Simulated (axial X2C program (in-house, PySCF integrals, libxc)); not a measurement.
## TaH⁻: from the spin-free to the two-component result

Calculated with an in-house all-electron X2C program for linear molecules (integrals from PySCF). Spin-free means the one-electron spin-free X2C Hamiltonian; two-component (2c) means X2C with spin–orbit coupling and atomic mean-field two-electron Coulomb and Gaunt terms, so the difference of the two also holds small scalar two-electron terms. Basis: Ta dyall-acv3z [14s15p10d7f4g], H dyall-av3z [7s3p2d] (cores contracted in-house); Gaussian nuclei, density fitting, unrestricted open shells. Masses: Ta 180.948 u, H 1.008 u.

Spin-free state: M_S = 3/2, Λ = 2 (beyond evenly filled blocks: π+α, π-α, δ+α); fragments Ta + H-.

| level | Re (Å) | ωe (cm⁻¹) | De (eV) | μ (D) |
| --- | --- | --- | --- | --- |
| PBE0 | 1.808 | 1566.4 | 2.829 | 0.63 |

Dipoles are positive if H is the positive end and refer to the centre of mass.

Two-component determinant lowest at the distance of the search:

Ω = 1/2 (⟨Sz⟩ = -1.46, ⟨Lz⟩ = 1.96 at PBE0); fragments Ta + H-.

```json
{"level": "PBE0", "Re (Å)": "1.807", "ωe (cm⁻¹)": "1562.7", "μ (D)": "0.81"}
```

From the two tables, how do the constants change at the PBE0 level (2c against spin-free)?

At the PBE0 level Re falls by 0.001 Å and ωe drops by 3.7 cm⁻¹.

The state is a single determinant with fixed occupations, the lowest that a limited PBE0 search found. De is counted from the lowest determinant-based energies of the atoms at the same level, without counterpoise correction. De is not given where an atomic determinant may have missed its ground term or J level, or where the truncated virtual space spoils (T). Density functionals use the spin component along the axis (collinear). The highest occupied level is positive at some bond lengths even in Hartree–Fock (under at least one Hamiltonian), so the basis set holds the extra electron there; where that holds at Re the anion is at best weakly bound and its constants depend on the basis. Other states lie close and PBE0, whose exact exchange favours high spin, may order them wrongly; the determinant shown need not be the ground state. The nearest other spin-free determinant of the search, M_S = 3/2, Λ = 1, lies 0.08 eV up at the distance of the search. The functionals have no current-density term, which raises determinants with orbital currents, atoms included. With several unpaired electrons one determinant need not be a pure state.
